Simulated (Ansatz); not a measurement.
Calculated with Ansatz (gas phase, PBE0-D4/def2-TZVP geometries, no zero-point term in ΔE). CCSD(T)/CBS is the MP2 limit (def2-TZVPP, def2-QZVPP) plus CCSD(T) − MP2 in def2-TZVPP, frozen cores. Functionals use def2-TZVPP. B3LYP here is the variant with VWN-RPA as its local correlation; programs differ in this.

Reaction (isomerisation): `[CH3][Al]1[SiH2][SiH2]1` → `[AlH2][SiH]1C[SiH2]1`

```
                  species  B3LYP energy (Eh)
`[CH3][Al]1[SiH2][SiH2]1`         -863.79596
   `[AlH2][SiH]1C[SiH2]1`         -863.79407
```

Q: Work out ΔE.

A: ΔE = (-863.79407) − (-863.79596) = 0.00189 Eh = +5.0 kJ/mol. CCSD(T)/CBS gives -5.5 kJ/mol.

Largest T1 diagnostic among the species: 0.015.

In def2-TZVPP, CCSD(T) changes the Hartree–Fock value by −15.8 kJ/mol (the triples alone add −3.7 kJ/mol) and MP2 by −21.9 kJ/mol. Leaving LDA and LC-ωPBE aside and taking each functional with its dispersion term where it has one, the values, not all of them listed here, spread over 15.1 kJ/mol, from B97M-V to HSE06-D4. LDA lies −8.3 kJ/mol from PBE without D4.
